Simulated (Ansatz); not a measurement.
Born–Oppenheimer molecular dynamics of C2H4O2SSi (10 atoms, charge 0, multiplicity 1). It starts from a relaxed structure.

These are results of Ansatz, RKS BHLYP-D4/STO-3G, not measurements.

| Quantity | Value |
| --- | --- |
| ensemble | NVT, Langevin thermostat |
| time step | 1 fs |
| steps asked | 223 |
| set temperature | 100 K |
| friction | 0.001 /fs |
| temperature schedule | 55 steps to 100 K, then 167 steps to 25 K |
| seed | 513335 |

Frames 5 fs apart, positions in Å, forces in eV/Å.

Velocities at 110.0 fs (Å/ps):

```
O 2.47 2.67 -1.73
C 0.15 -0.11 2.66
O 1.57 0.15 -0.72
C -2.60 -1.29 1.69
Si -1.13 -1.90 0.16
S -0.87 2.51 0.19
H -4.24 -0.59 8.91
H -3.82 -8.15 -1.44
H 5.43 2.39 10.98
H -5.99 -1.67 -10.34
```

```xyz
10
Properties=species:S:1:pos:R:3:forces:R:3 time_fs=110.0 energy_less_start_eV=0.050 T=55
O 1.206 -1.797 2.096 -0.01 0.44 -0.13
C 0.771 -0.971 1.289 0.05 -0.58 0.14
O 0.420 -1.455 -0.009 -0.26 0.28 -0.02
C -0.511 -0.598 -0.733 1.06 0.49 -1.24
Si -0.421 1.204 -0.174 0.12 -0.14 -0.06
S 0.618 0.802 1.608 0.16 0.11 0.43
H -0.261 -0.701 -1.815 -0.15 0.00 0.72
H -1.518 -0.959 -0.609 -0.88 -0.50 0.18
H -1.718 1.764 0.027 -0.16 -0.01 0.09
H 0.305 2.078 -1.046 0.07 -0.10 -0.10
10
Properties=species:S:1:pos:R:3:forces:R:3 time_fs=115.0 energy_less_start_eV=0.049 T=55
O 1.219 -1.783 2.088 0.46 -0.56 0.86
C 0.771 -0.973 1.298 -0.42 0.62 -1.04
O 0.426 -1.453 -0.012 -0.24 0.37 0.23
C -0.521 -0.603 -0.728 -0.85 -0.40 0.31
Si -0.426 1.194 -0.173 -0.14 0.18 -0.07
S 0.614 0.815 1.611 0.25 -0.20 0.34
H -0.277 -0.709 -1.777 0.15 -0.06 -0.66
H -1.556 -1.019 -0.604 0.79 0.35 0.02
H -1.712 1.776 0.092 0.03 -0.11 -0.10
H 0.281 2.047 -1.094 -0.03 -0.18 0.11
10
Properties=species:S:1:pos:R:3:forces:R:3 time_fs=120.0 energy_less_start_eV=0.045 T=55
O 1.238 -1.773 2.091 -0.11 0.26 -0.08
C 0.764 -0.966 1.289 0.32 -0.06 0.13
O 0.429 -1.446 -0.014 -0.20 0.27 0.17
C -0.537 -0.612 -0.728 0.98 0.08 -0.75
Si -0.432 1.187 -0.172 -0.39 -0.16 0.23
S 0.613 0.827 1.615 0.22 -0.42 0.10
H -0.276 -0.717 -1.801 -0.23 0.05 0.47
H -1.521 -1.042 -0.587 -0.73 -0.17 0.07
H -1.711 1.765 0.135 0.03 -0.04 -0.24
H 0.264 1.984 -1.126 0.12 0.19 -0.09
10
Properties=species:S:1:pos:R:3:forces:R:3 time_fs=125.0 energy_less_start_eV=0.052 T=51
O 1.254 -1.759 2.093 -0.44 0.61 -0.63
C 0.763 -0.958 1.283 0.70 -0.30 0.83
O 0.430 -1.435 -0.014 -0.11 -0.04 0.00
C -0.545 -0.622 -0.734 -0.56 -0.12 0.49
Si -0.440 1.178 -0.170 0.14 -0.07 -0.21
S 0.615 0.836 1.621 0.07 -0.48 -0.16
H -0.306 -0.720 -1.793 0.00 -0.10 -0.25
H -1.556 -1.064 -0.567 0.54 0.34 -0.17
H -1.713 1.749 0.126 -0.22 0.12 -0.17
H 0.266 1.950 -1.162 -0.12 0.03 0.27
10
Properties=species:S:1:pos:R:3:forces:R:3 time_fs=130.0 energy_less_start_eV=0.043 T=61
O 1.263 -1.736 2.090 0.23 -0.56 0.39
C 0.773 -0.954 1.290 -0.13 0.88 -0.49
O 0.430 -1.424 -0.017 0.05 -0.41 0.20
C -0.555 -0.632 -0.734 0.32 0.61 0.06
Si -0.449 1.169 -0.169 -0.42 0.02 -0.01
S 0.618 0.841 1.625 -0.11 -0.39 -0.31
H -0.340 -0.742 -1.806 0.08 -0.01 0.13
H -1.553 -1.038 -0.567 -0.38 -0.25 0.13
H -1.747 1.752 0.073 0.24 -0.12 -0.10
H 0.251 1.937 -1.149 0.12 0.22 0.00
10
Properties=species:S:1:pos:R:3:forces:R:3 time_fs=135.0 energy_less_start_eV=0.043 T=62
O 1.274 -1.719 2.090 0.20 -0.44 0.27
C 0.784 -0.935 1.289 -0.16 0.34 -0.51
O 0.430 -1.419 -0.015 0.05 -0.34 0.32
C -0.565 -0.634 -0.732 -0.21 0.14 0.12
Si -0.459 1.160 -0.170 0.29 0.29 -0.43
S 0.619 0.844 1.625 -0.30 -0.09 -0.35
H -0.359 -0.771 -1.805 0.03 0.09 0.21
H -1.580 -1.040 -0.546 0.35 0.00 0.02
H -1.747 1.741 -0.008 -0.28 0.06 0.22
H 0.255 1.966 -1.122 0.04 -0.06 0.13
10
Properties=species:S:1:pos:R:3:forces:R:3 time_fs=140.0 energy_less_start_eV=0.060 T=48
O 1.288 -1.708 2.093 -0.37 0.62 -0.73
C 0.791 -0.910 1.281 0.52 -1.24 0.65
O 0.431 -1.419 -0.009 -0.03 -0.02 0.20
C -0.574 -0.632 -0.725 0.29 -0.18 0.58
Si -0.468 1.155 -0.173 -0.20 0.78 -0.24
S 0.617 0.847 1.622 -0.41 0.24 -0.32
H -0.370 -0.781 -1.784 0.02 0.05 -0.33
H -1.566 -1.058 -0.515 -0.03 0.04 -0.04
H -1.780 1.737 -0.046 0.19 -0.14 0.25
H 0.266 1.994 -1.079 0.02 -0.15 -0.02
10
Properties=species:S:1:pos:R:3:forces:R:3 time_fs=145.0 energy_less_start_eV=0.052 T=55
O 1.296 -1.690 2.088 0.24 -0.26 0.16
C 0.806 -0.906 1.281 -0.12 -0.30 -0.07
O 0.431 -1.420 0.000 -0.02 -0.01 -0.05
C -0.577 -0.634 -0.711 0.50 -0.33 -0.41
Si -0.477 1.156 -0.177 0.04 0.42 0.25
S 0.612 0.851 1.616 -0.38 0.25 -0.26
H -0.384 -0.775 -1.796 -0.09 0.05 0.58
H -1.561 -1.068 -0.492 -0.15 0.06 -0.06
H -1.785 1.712 -0.026 -0.07 0.07 0.17
H 0.281 1.992 -1.047 0.04 0.04 -0.31
10
Properties=species:S:1:pos:R:3:forces:R:3 time_fs=150.0 energy_less_start_eV=0.054 T=56
O 1.308 -1.675 2.084 0.74 -0.97 0.90
C 0.820 -0.906 1.280 -0.68 0.68 -0.64
O 0.431 -1.422 0.008 0.04 -0.20 -0.16
C -0.572 -0.641 -0.698 -0.44 0.11 0.76
Si -0.486 1.160 -0.180 0.36 0.42 0.09
S 0.604 0.858 1.607 -0.20 0.13 -0.13
H -0.399 -0.766 -1.755 0.22 -0.21 -0.75
H -1.576 -1.058 -0.481 0.30 0.10 -0.05
H -1.797 1.699 0.030 0.03 0.10 -0.02
H 0.293 1.988 -1.072 -0.36 -0.17 0.01
10
Properties=species:S:1:pos:R:3:forces:R:3 time_fs=155.0 energy_less_start_eV=0.046 T=64
O 1.331 -1.673 2.091 -0.11 0.41 -0.46
C 0.822 -0.896 1.272 0.31 -0.67 0.96
O 0.432 -1.427 0.015 -0.01 -0.14 -0.08
C -0.572 -0.646 -0.679 0.26 0.39 -1.31
Si -0.494 1.168 -0.180 -0.16 -0.04 0.31
S 0.593 0.865 1.599 0.04 0.09 0.02
H -0.389 -0.785 -1.774 -0.11 0.06 0.83
H -1.566 -1.042 -0.473 -0.35 -0.30 0.13
H -1.802 1.707 0.085 0.18 0.01 -0.18
H 0.240 1.964 -1.107 -0.04 0.20 -0.22
10
Properties=species:S:1:pos:R:3:forces:R:3 time_fs=160.0 energy_less_start_eV=0.044 T=65
O 1.353 -1.666 2.092 -0.17 0.49 -0.45
C 0.828 -0.897 1.277 0.28 -0.60 0.70
O 0.433 -1.434 0.020 0.01 0.14 0.14
C -0.571 -0.645 -0.675 -0.88 -0.07 0.78
Si -0.502 1.175 -0.178 0.24 -0.15 -0.38
S 0.583 0.873 1.590 0.29 -0.03 0.22
H -0.387 -0.802 -1.722 0.09 -0.06 -0.99
H -1.577 -1.070 -0.448 0.52 0.21 -0.14
H -1.784 1.720 0.102 -0.33 0.11 -0.06
H 0.166 1.972 -1.174 -0.05 -0.04 0.18
10
Properties=species:S:1:pos:R:3:forces:R:3 time_fs=165.0 energy_less_start_eV=0.067 T=44
O 1.375 -1.654 2.090 0.52 -0.54 0.70
C 0.838 -0.906 1.293 -0.62 0.74 -0.91
O 0.435 -1.439 0.026 0.01 0.33 0.26
C -0.578 -0.644 -0.667 0.80 -0.14 -1.08
Si -0.510 1.181 -0.179 -0.71 -0.08 -0.30
S 0.575 0.881 1.583 0.47 -0.17 0.40
H -0.384 -0.811 -1.757 -0.24 0.23 0.86
H -1.541 -1.084 -0.438 -0.73 -0.16 0.05
H -1.813 1.742 0.100 0.25 -0.24 -0.09
H 0.089 1.978 -1.207 0.24 0.03 0.11
```

Of the whole run (223 fs, mean temperature of the second half 59 K): The schedule's set-point averaged 49 K over the second half and the system 59 K, so it lags behind the ramp. A run of 0.22 ps of so small a system gives no equilibrium averages. Limits of this set-up: minimal basis.

The run took 17 min on 1 thread of Arm Neoverse N1, with other jobs on the host, peak memory 0.12 GiB.
